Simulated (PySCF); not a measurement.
# Ionisation energy of O⁺ by level of theory

O⁺ [He] 2s2 2p3 (4S) → O²⁺ [He] 2s2 2p2 (3P), as a difference of total energies. All numbers are calculated (PySCF 2.14, the spin-free X2C one-electron Hamiltonian (Gaussian nucleus), in dyall-acv3z). Correlated levels: valence: 1s2 frozen; valence and next inner shell: nothing frozen; virtual orbitals above 40 to 60 times the deepest correlated orbital energy dropped. The calculations carry no spin-orbit coupling.

```csv
method,ionisation energy (eV),plus first-order spin-orbit estimate,error of that sum (eV)
UHF,34.568,34.541,-0.580
LDA,35.584,35.557,+0.436
PBE,35.274,35.247,+0.126
PBE0,35.307,35.279,+0.158
r2SCAN,35.480,35.453,+0.332
M06-2X,35.111,35.083,-0.038
r2SCANh,35.467,35.440,+0.319
BHandHLYP,35.125,35.098,-0.023
BLYP,35.078,35.051,-0.070
MP2 (valence),35.204,35.177,+0.056
SCS-MP2 (valence),34.944,34.916,-0.205
MP2 (valence and next inner shell),35.231,35.203,+0.082
SCS-MP2 (valence and next inner shell),34.960,34.933,-0.188
```

Reference: 35.121 eV (measured; NIST Atomic Spectra Database, ionization energies).

A first-order spin-orbit estimate (lowest level to lowest level, LS coupling) adds -0.027 eV.

Errors of the correlated levels include the incompleteness of this basis and the frozen core.
